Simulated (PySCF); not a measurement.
# Molecular orbitals of CdH

PBE0 at R = 1.767 Å; PySCF, scalar-relativistic core potentials, basis sets Cd cc-pVDZ-PP with ECP28, H cc-pVDZ. State: ²Σ⁺ (doublet), unpaired electrons σ ↑. Only the outer orbitals are listed, counted within each symmetry, core potentials removing the inner ones.

```json
{"spin": "α", "orbital": "3σ", "occ.": "1", "ε (eV)": "-15.00", "on Cd (%)": "95", "main shells (%)": "94 Cd d"}
{"spin": "α", "orbital": "1δ", "occ.": "1", "ε (eV)": "-14.70", "on Cd (%)": "100", "main shells (%)": "100 Cd d"}
{"spin": "α", "orbital": "1δ", "occ.": "1", "ε (eV)": "-14.70", "on Cd (%)": "100", "main shells (%)": "100 Cd d"}
{"spin": "α", "orbital": "2π", "occ.": "1", "ε (eV)": "-14.62", "on Cd (%)": "100", "main shells (%)": "100 Cd d"}
{"spin": "α", "orbital": "2π", "occ.": "1", "ε (eV)": "-14.62", "on Cd (%)": "100", "main shells (%)": "100 Cd d"}
{"spin": "α", "orbital": "4σ", "occ.": "1", "ε (eV)": "-9.23", "on Cd (%)": "53", "main shells (%)": "47 H s, 46 Cd s"}
{"spin": "α", "orbital": "5σ", "occ.": "1", "ε (eV)": "-5.40", "on Cd (%)": "78", "main shells (%)": "44 Cd s, 34 Cd p, 22 H s"}
{"spin": "α", "orbital": "3π", "occ.": "0", "ε (eV)": "-1.02", "on Cd (%)": "100", "main shells (%)": "100 Cd p"}
{"spin": "α", "orbital": "3π", "occ.": "0", "ε (eV)": "-1.02", "on Cd (%)": "100", "main shells (%)": "100 Cd p"}
{"spin": "α", "orbital": "6σ", "occ.": "0", "ε (eV)": "1.83", "on Cd (%)": "99", "main shells (%)": "84 Cd p, 14 Cd s"}
{"spin": "β", "orbital": "3σ", "occ.": "1", "ε (eV)": "-14.73", "on Cd (%)": "96", "main shells (%)": "96 Cd d"}
{"spin": "β", "orbital": "1δ", "occ.": "1", "ε (eV)": "-14.63", "on Cd (%)": "100", "main shells (%)": "100 Cd d"}
{"spin": "β", "orbital": "1δ", "occ.": "1", "ε (eV)": "-14.63", "on Cd (%)": "100", "main shells (%)": "100 Cd d"}
{"spin": "β", "orbital": "2π", "occ.": "1", "ε (eV)": "-14.51", "on Cd (%)": "100", "main shells (%)": "100 Cd d"}
{"spin": "β", "orbital": "2π", "occ.": "1", "ε (eV)": "-14.51", "on Cd (%)": "100", "main shells (%)": "100 Cd d"}
{"spin": "β", "orbital": "4σ", "occ.": "1", "ε (eV)": "-8.32", "on Cd (%)": "64", "main shells (%)": "56 Cd s, 36 H s"}
{"spin": "β", "orbital": "5σ", "occ.": "0", "ε (eV)": "-2.51", "on Cd (%)": "75", "main shells (%)": "40 Cd s, 33 Cd p, 25 H s"}
{"spin": "β", "orbital": "3π", "occ.": "0", "ε (eV)": "-0.61", "on Cd (%)": "100", "main shells (%)": "100 Cd p"}
{"spin": "β", "orbital": "3π", "occ.": "0", "ε (eV)": "-0.61", "on Cd (%)": "100", "main shells (%)": "100 Cd p"}
```

Problem. Which are the highest filled and the lowest empty level, where do they sit, and how wide is the gap?

Solution. Highest filled α 5σ at -5.40 eV (in %: 44 Cd s, 34 Cd p, 22 H s); lowest empty β 5σ at -2.51 eV (in %: 40 Cd s, 33 Cd p, 25 H s); the gap at PBE0 is 2.89 eV.

- bond order (Mayer): 0.86
- ⟨S²⟩: 0.758
- charge on Cd (Mulliken, basis-dependent): 0.14
- charge on Cd (Löwdin, basis-dependent): 0.11
- dipole moment (positive dipole means Cd(−)H(+)): -0.45 D
- polarisability along the bond: 43.5 bohr³
- polarisability across the bond: 43.0 bohr³

Spin–orbit coupling is left out. The state is the lowest determinant that a PBE0 search found; another state may lie lower at other levels.
